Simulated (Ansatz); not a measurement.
`[Cl][Al]1[CH2][CH2]1` + NH₃ → `[NH2][Al]1[CH2][CH2]1` + HCl at 500 K and 1 bar (ligand exchange at the Al–Cl bond).

Computed with Ansatz on PBE0-D4/def2-TZVP structures; ΔE is electronic, products minus reactants. CCSD(T)/CBS adds triple-zeta CCSD(T) − MP2 to the extrapolated MP2 energy (def2 sets, frozen cores). This one scheme is used for every species. One conformer a species, not always the lowest.

```csv
species,CCSD(T)/CBS energy (Eh),H − E (kJ/mol),S (J/(mol·K))
`[Cl][Al]1[CH2][CH2]1`,-780.31123,175.6,357.9
NH₃,-56.50880,108.2,211.8
`[NH2][Al]1[CH2][CH2]1`,-376.41160,244.4,367.0
HCl,-460.38127,32.5,201.9
```

H − E and S are ideal-gas, rigid-rotor, harmonic terms from PBE0-D4/def2-TZVP, for one conformer and one mirror image of each species. 1 Eh = 2625.50 kJ/mol, R = 8.31446 J/(mol·K).

By hand: ΔE, ΔH, ΔS and ΔG.

ΔE = (-376.41160) + (-460.38127) − (-780.31123) − (-56.50880) = 0.02716 Eh = 71.3 kJ/mol. Δ(H − E) = 244.4 + 32.5 − 175.6 − 108.2 = -6.9, so ΔH = 64.4 kJ/mol. ΔS = 367.0 + 201.9 − 357.9 − 211.8 = -0.8 J/(mol·K). ΔG = 64.4 − 500 × (-0.8)/1000 = 64.8 kJ/mol.

By hand: the equilibrium constant, and the temperature at which ΔG would vanish if ΔH and ΔS stayed fixed.

log₁₀ K = −ΔG/(RT ln 10) = -6.8. ΔH and −TΔS have one sign here, so there is no such temperature.

The number of gas molecules stays the same, so ΔS is small and ΔH decides. A doubt of 5 kJ/mol in ΔE shifts log₁₀ K by 0.5 here. Other conformers and mirror images would add mixing entropy, several J/(mol·K) or more a flexible species. These are equilibria of isolated gas molecules and say nothing of rates. Largest T1 diagnostic: 0.011 (customary marks: 0.02 for closed shells, 0.045 for open ones).

ΔS is within the doubt of such terms, so its sign, and with it that verdict, could turn.
